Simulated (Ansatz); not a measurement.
Coupled-cluster run, CH8Si2Te (`C[Te][SiH2][SiH3]`).

```yaml
crystal:
  periodic: [false, false, false]
  atoms:
    - {symbol: C, position_ang: [-0.468029, 2.221810, -0.199012]}
    - {symbol: Te, position_ang: [-1.431527, 1.025507, 1.305748]}
    - {symbol: Si, position_ang: [0.276092, -0.787020, 1.244522]}
    - {symbol: Si, position_ang: [0.300854, -1.788795, -0.866596]}
    - {symbol: H, position_ang: [0.521378, 2.513583, 0.144695]}
    - {symbol: H, position_ang: [-1.088494, 3.106026, -0.333527]}
    - {symbol: H, position_ang: [-0.408345, 1.667046, -1.131910]}
    - {symbol: H, position_ang: [-0.136892, -1.765860, 2.286038]}
    - {symbol: H, position_ang: [1.622498, -0.253758, 1.595184]}
    - {symbol: H, position_ang: [0.475512, -0.742009, -1.910369]}
    - {symbol: H, position_ang: [-0.995643, -2.478540, -1.095797]}
    - {symbol: H, position_ang: [1.409697, -2.773190, -1.004976]}
basis:
  gaussian: {orbitals: def2-TZVPP}
correlation: {method: ccsd_t}
```

```sh
$ ansatz run in.yaml --threads 4 --pin off --events-out ev --progress --plain --max-ram 10444MiB
```

Output of Ansatz, abridged:

```
Functional definition: HF
1748 factors; integrals over basis functions are off by at most 1.0e-3 eV
mean field evaluation 1: about -24145.9001 eV, gradient 2.3e1 eV
mean field evaluation 2: about -24146.1608 eV, gradient 2.4e1 eV
mean field evaluation 4: about -24148.3920 eV, gradient 4.3e0 eV
mean field evaluation 8: about -24148.4548 eV, gradient 2.2e-1 eV
mean field evaluation 16: about -24148.4552 eV, gradient 2.5e-6 eV
mean field -24148.45517820 eV, -887.4393593880 hartree, gradient 2.5e-6 eV, S^2 0.000000; 0 other end points of the search recorded, 0 dependent functions left out
15 core orbitals not correlated: weight in the atoms' cores, before any rotation towards them, 1.000 or more for the frozen orbitals, at most 0.000 for the correlated occupied ones
reference -24148.45517820 eV, -887.4393593880 hartree; 18, 18 occupied and 244, 244 virtual orbitals, 1748 factors
second order -24.57811676 eV of doubles, -0.00000000 eV of singles
cycle   1  -24.64270856 eV  change   -6.5e-2 eV  update   1.1e-1
cycle   2  -25.37689157 eV  change   -7.3e-1 eV  update   3.3e-2
cycle   3  -25.45595592 eV  change   -7.9e-2 eV  update   1.4e-2
cycle   4  -25.43812787 eV  change    1.8e-2 eV  update   3.8e-3
cycle   5  -25.43980751 eV  change   -1.7e-3 eV  update   1.6e-3
cycle   6  -25.43992068 eV  change   -1.1e-4 eV  update   4.5e-4
cycle   7  -25.43950179 eV  change    4.2e-4 eV  update   1.7e-4
cycle   8  -25.43952745 eV  change   -2.6e-5 eV  update   5.9e-5
cycle   9  -25.43957399 eV  change   -4.7e-5 eV  update   2.2e-5
cycle  10  -25.43955780 eV  change    1.6e-5 eV  update   9.2e-6
perturbative correction -0.81597997 eV, -0.0299867109 hartree
Total energy: -24174.71071597 eV, -888.4042326045 hartree
```

It took 5.2 min on 4 threads of an Arm Neoverse V1 on a shared host, with 7.7 GiB of host memory at the peak.

MP2 recovers 93.6 % of the CCSD(T) correlation energy and the triples give 3.1 %; T1 = 0.0114.
